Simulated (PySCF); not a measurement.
Excitations are Tamm–Dancoff values on a coarser integration grid. The basis has no diffuse functions, so Rydberg states are missing or too high.

**C$_{3}$H$_{4}$O, SMILES `C=C=CO` (C–C–O–H torsion 0°) (charge 0, multiplicity 1)**

The numbers are results of PBE-D3(BJ)/def2-TZVP // B3LYP-D3(BJ)/def2-TZVP (PySCF 2.14.0), not measurements.

- HOMO: -5.42 eV
- dipole moment: 1.16 D
- LUMO: -1.35 eV
- HOMO–LUMO gap: 4.08 eV
- S1 excitation (TDA): 4.21 eV
- S1 oscillator strength: 0.000
- T1 excitation (TDA): 3.81 eV
- S1–T1 gap (TDA): 0.40 eV
- total energy: -191.7228 Ha
- cost: about 40 core-seconds (a rough figure)

```xyz
8

C      1.5370     0.0887     0.2054
C      0.2942    -0.1313    -0.1171
C     -0.9477    -0.3575    -0.4461
O     -2.0575     0.2377     0.1013
H      2.1296     0.8537    -0.2886
H      2.0374    -0.4852     0.9803
H     -1.2181    -1.0686    -1.2161
H     -1.7750     0.8625     0.7809
```
Charge 0, spin multiplicity 1.
